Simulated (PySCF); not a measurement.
C3H8BFS.
Cartesian coordinates in Å at the PBE0-D3(BJ)/def2-SVP level; atoms count from 1:
```xyz
14
C3H8BFS angstrom
F      2.7286    0.6297   -0.3897
C      1.8617   -0.3087    0.0640
S      0.5150   -0.5847   -1.1135
B     -1.0227   -1.0846    0.3050
C     -1.1813    0.5191    0.4977
C     -0.4942    0.9264   -0.7985
H      2.3694   -1.2801    0.1762
H      1.4387    0.0068    1.0298
H     -0.5071   -1.7865    1.1558
H     -1.8344   -1.6285   -0.4194
H     -2.2140    0.8934    0.5698
H     -0.6361    0.9114    1.3708
H     -1.1816    0.9720   -1.6559
H      0.1452    1.8230   -0.8149
```

Method used: PBE0-D3(BJ)/def2-SVP geometry optimisation, gas phase in PySCF.

Take the most abundant isotopes and a rigid rotor. The values belong to one conformer with, in the numbering `[F:1][CH2:2][S@@+:3]1[BH2-:4][CH2:5][CH2:6]1`, F1–C2–S3–B4 -149°, C2–S3–B4–C5 82°, S3–B4–C5–C6 19°, B4–C5–C6–S3 -22°, C2–S3–C6–C5 -78°.

(1) What are A, B and C (GHz)?

(2) What kind of rotor is it?

(3) What does the inertial defect say?

(4) Give the other two planar moments, Paa and Pbb, and the rms extents of the mass along the axes.

(5) Which types of transition are allowed, and where do some lines up to J = 5 fall?

## Answers

(1) Ia = 102.21, Ib = 257.76, Ic = 272.70 u·Å²; 505379 MHz·u·Å²/I gives 4944, 1961 and 1853 MHz, that is A = 4.9443, B = 1.9607, C = 1.8533 GHz.

(2) A near-prolate asymmetric top; Ray's κ = -0.930.

(3) Not planar: Δ = Ic − Ia − Ib = -87.27 u·Å². For a rigid frame Δ = −2 Σ m c², so Σ m c² = 43.64 u·Å² lies off the ab plane: 11.94 from hydrogen and 31.70 from heavier atoms. The atom farthest from that plane is 1.75 Å away.

(4) Paa = Σ m a² = (Ib + Ic − Ia)/2 = 214.12 and Pbb = Σ m b² = (Ia + Ic − Ib)/2 = 58.58 u·Å². With the mass M = 106.04 u, the rms extents √(P/M) along a, b and c are 1.42, 0.74, 0.64 Å.

(5) The dipole components are |μa| = 1.08 D, |μb| = 1.07 D, |μc| = 0.29 D. Intensities carry the squares of the components, which stand as 1.00 : 0.99 : 0.07 (a : b : c). Some of the stronger lines:

```json
{"type": "a", "branch": "Q", "J(Ka,Kc)": "3(1,2) ← 3(1,3)", "MHz": "644", "lower level (cm⁻¹)": "0.854"}
{"type": "b", "branch": "R", "J(Ka,Kc)": "3(1,2) ← 2(2,1)", "MHz": "2650", "lower level (cm⁻¹)": "0.787"}
{"type": "b", "branch": "Q", "J(Ka,Kc)": "1(1,0) ← 1(0,1)", "MHz": "3091", "lower level (cm⁻¹)": "0.127"}
{"type": "b", "branch": "Q", "J(Ka,Kc)": "4(1,3) ← 4(0,4)", "MHz": "3609", "lower level (cm⁻¹)": "1.271"}
{"type": "a", "branch": "R", "J(Ka,Kc)": "1(0,1) ← 0(0,0)", "MHz": "3814", "lower level (cm⁻¹)": "0.000"}
{"type": "b", "branch": "R", "J(Ka,Kc)": "2(0,2) ← 1(1,1)", "MHz": "4641", "lower level (cm⁻¹)": "0.227"}
{"type": "a", "branch": "R", "J(Ka,Kc)": "2(1,1) ← 1(1,0)", "MHz": "7735", "lower level (cm⁻¹)": "0.230"}
{"type": "b", "branch": "R", "J(Ka,Kc)": "2(1,2) ← 1(0,1)", "MHz": "10504", "lower level (cm⁻¹)": "0.127"}
{"type": "b", "branch": "Q", "J(Ka,Kc)": "5(3,2) ← 5(2,3)", "MHz": "15114", "lower level (cm⁻¹)": "2.317"}
{"type": "b", "branch": "Q", "J(Ka,Kc)": "4(3,1) ← 4(2,2)", "MHz": "15154", "lower level (cm⁻¹)": "1.679"}
{"type": "b", "branch": "Q", "J(Ka,Kc)": "5(3,3) ← 5(2,4)", "MHz": "15212", "lower level (cm⁻¹)": "2.313"}
{"type": "a", "branch": "R", "J(Ka,Kc)": "4(2,2) ← 3(2,1)", "MHz": "15282", "lower level (cm⁻¹)": "1.169"}
{"type": "a", "branch": "R", "J(Ka,Kc)": "5(0,5) ← 4(0,4)", "MHz": "19013", "lower level (cm⁻¹)": "1.271"}
{"type": "b", "branch": "Q", "J(Ka,Kc)": "5(4,1) ← 5(3,2)", "MHz": "21252", "lower level (cm⁻¹)": "2.821"}
{"type": "b", "branch": "R", "J(Ka,Kc)": "4(2,3) ← 3(1,2)", "MHz": "24045", "lower level (cm⁻¹)": "0.875"}
{"type": "b", "branch": "Q", "J(Ka,Kc)": "5(5,0) ← 5(4,1)", "MHz": "27330", "lower level (cm⁻¹)": "3.530"}
{"type": "b", "branch": "R", "J(Ka,Kc)": "4(3,1) ← 3(2,2)", "MHz": "30450", "lower level (cm⁻¹)": "1.169"}
{"type": "b", "branch": "R", "J(Ka,Kc)": "5(3,2) ← 4(2,3)", "MHz": "34276", "lower level (cm⁻¹)": "1.677"}
```

No frequency check. No vibrational averaging or centrifugal distortion is included, and the geometry carries the error of its method. Quadrupole hyperfine structure (11B) is left out.
